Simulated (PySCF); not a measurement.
# Correlation energy of Nb⁺ (niobium, charge +1)

[Kr] 4d3 5p1, one real determinant (an excited configuration). Calculation: PySCF 2.14, in def2-QZVPPD with the def2 core potential (28 electrons); a scalar-relativistic core potential. Frozen: 4s2 4p6; 4 electrons correlated.

```csv
level,correlation energy (mhartree)
CCSD,-32.81
(T),-1.08
CCSD(T),-33.89
```

Diagnostics: T1 = 0.011, D1 = 0.0286, largest double amplitude 0.086.

The real determinant used has ⟨L²⟩ near 14 against 20 for a pure G term, so it mixes terms.

Cost of the coupled-cluster step: about 13 core-seconds, for 4 correlated electrons.

The reference is one real determinant that mixes LS terms of this configuration.
